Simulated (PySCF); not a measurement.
C₃H₈Te.
Bonds: C1–C2, C2–Te3, Te3–C4. Hydrogens: H5, H6, H7 on C1; H8, H9 on C2; H10, H11, H12 on C4.

Level of theory: PBE0-D3(BJ)/def2-SVP geometry optimisation, gas phase, def2 core potentials past Kr in PySCF.

Problem. How far are the bound atoms from Te3?

Solution. 2 atoms: C4 2.153 Å, C2 2.168 Å. The nearest atom not counted as bound is H9, at 2.66 Å.

Problem. What is the shape at Te3?

Solution. Bent: angle 94.4°. The Te–C distances aren't all alike: 2.153 to 2.168 Å.

Problem. What are the other bond lengths?

Solution. C1–C2 1.515 Å; C1–H5, C1–H6, C1–H7 1.101 Å; C2–H8, C2–H9 1.101 Å; C4–H10, C4–H11, C4–H12 1.098 Å.

Problem. Give some angles away from the centre.

Solution. C1–C2–Te3 114.6°.

Problem. What are the rotational constants (commonest isotopes, rigid rotor)?

Solution. A = 5882, B = 2645, C = 2018 MHz: an asymmetric top.

Point group: C1 (no symmetry element, even within 0.4 Å). Charge 0, singlet. Not checked by PBE0-D3(BJ)/def2-SVP frequencies.

Hardware: one thread, Arm Neoverse N1 (aarch64), shared host with 64 logical CPUs at a one-minute load of 54. Cost: 57 s wall, 0.45 GiB resident at most. That covers the optimisation of the geometry.

Conformer computed: `[CH3:1][CH2:2][Te:3][CH3:4]`: C1–C2–Te3–C4 67°.

One conformer stands for the species.
